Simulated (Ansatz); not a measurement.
CH4AlClFNSi, SMILES `N=[C](Cl)[Al]([F])[SiH3]`. Total charge 0; spin multiplicity 1. The structure was optimised at the PBE0-D4/def2-TZVP level. It is one conformer, not always the lowest.

```xyz
10

N    -0.838    0.271    2.212
C    -1.512    0.050    1.173
Cl   -3.257   -0.076    1.360
Al   -0.789   -0.170   -0.655
F    -1.823   -0.454   -1.901
Si    1.627   -0.014   -1.006
H     0.159    0.325    2.000
H     2.325   -1.052   -0.196
H     2.120    1.317   -0.552
H     1.988   -0.197   -2.435
```

Q: What is the dipole moment at ωB97M-V/def2-TZVPP? (Best estimate.)

A: Ansatz gave: 2.97 D, with components (2.71, 0.05, -1.22) D in this frame, pointing from negative to positive charge.

Q: And with PBE, r2SCAN, B3LYP? (Best estimate.)

A: Ansatz gave: PBE 2.74 D, r2SCAN 2.90 D, B3LYP 2.92 D.

Q: Give the Mulliken charges with ωB97M-V, PBE, r2SCAN in def2-TZVPP. (An estimate is asked.)

A: Computed: 
| atom | ωB97M-V | PBE | r2SCAN |
| --- | --- | --- | --- |
| N1 | -0.12 | -0.11 | -0.18 |
| C2 | -0.13 | -0.11 | -0.09 |
| Cl3 | -0.07 | -0.08 | -0.11 |
| Al4 | 0.59 | 0.53 | 0.66 |
| F5 | -0.32 | -0.29 | -0.33 |
| Si6 | -0.09 | -0.04 | 0.01 |
| H7 | 0.13 | 0.17 | 0.17 |
| H8 | 0.00 | -0.02 | -0.05 |
| H9 | 0.00 | -0.02 | -0.05 |
| H10 | 0.00 | -0.02 | -0.05 |

B3LYP here is the variant with VWN-RPA as its local correlation; programs differ in this.
